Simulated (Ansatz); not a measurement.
Total energies of the cluster GeF2⁻ from Ansatz at PBE-D4/def2-TZVPD, gas phase (1 Eh = 27.2114 eV = 2625.5 kJ/mol). The reference geometry is relaxed at PBE-D4/def2-TZVPD.

```xyz
3

Ge    0.632   -0.156    0.529
F    -0.905   -1.128    0.083
F     0.273    1.284   -0.611
```

| state | geometry | energy (Eh) |
| --- | --- | --- |
| charge -1 doublet | reference | -2276.39678 |
| charge 0 singlet | reference | -2276.36395 |
| charge -1 quartet | relaxed at PBE-D4/def2-TZVPD | -2276.21993 |

Task: Work out the vertical ionisation energy to the singlet.

Result: E(charge 0 singlet) − E(charge -1 doublet) = -2276.36395 − (-2276.39678) = 0.03283 Eh = 0.89 eV. For comparison, −ε of the highest occupied level of the spin that leaves is -2.13 eV at this level, 3.02 eV less.

Task: Which of the charge -1 states is lowest, and how far above it are the others?

Result: The doublet. quartet: -2276.21993 − (-2276.39678) = 0.17685 Eh = 464.3 kJ/mol.

At PBE-D4/def2-TZVPD the highest occupied level of the charge -1 doublet lies above zero (up to 2.13 eV). By energy differences its removal costs 0.89 eV (vertical, to the charge 0 singlet, at PBE-D4/def2-TZVPD); a positive level beside a positive removal energy at the same level points to self-interaction error. At PBE-D4/def2-TZVPD the highest occupied level of the charge -1 quartet lies above zero (up to 2.63 eV). It is a level of α spin, whose loss leaves a triplet; that state wasn't run at this geometry and level. The electron is either unbound and held by the finite basis, or the level is raised by self-interaction error. 

The structure comes from a short search, and lower isomers may exist.
